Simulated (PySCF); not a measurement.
# MH4- across group 3

Level: PBE0, basis family def2-TZVPD, scalar-relativistic core potentials from Rb on and no relativity for lighter atoms.

Each entry is the lowest minimum that a search over a few typed start shapes (and spin states, where more than one is plausible) found, or that minimum re-optimised at the stated level; isomers with ligand–ligand bonds, or fragments after loss of a ligand pair, can lie lower. Open shells are unrestricted; no spin–orbit coupling; PySCF with density fitting.

```json
{"molecule": "ScH₄⁻", "2S+1": "1", "point group": "Td", "mean bond to the central atom (Å)": "1.900", "highest ω (cm⁻¹)": "1462", "polar-tensor charge of the central atom": "1.37", "lowest ω (cm⁻¹)": "501"}
{"molecule": "YH₄⁻", "2S+1": "1", "point group": "Td", "mean bond to the central atom (Å)": "2.064", "highest ω (cm⁻¹)": "1367", "polar-tensor charge of the central atom": "1.43", "lowest ω (cm⁻¹)": "468"}
{"molecule": "LaH₄⁻", "2S+1": "1", "point group": "Td", "mean bond to the central atom (Å)": "2.224", "highest ω (cm⁻¹)": "1259", "polar-tensor charge of the central atom": "1.53", "lowest ω (cm⁻¹)": "417"}
```

The bond lengthens at every step; the largest change, 0.164 Å, falls between ScH₄⁻ and YH₄⁻ among the members listed.

Left out of the table are members whose search was unfinished or whose lowest solution was spin-contaminated, unstable, very soft or bonded differently.
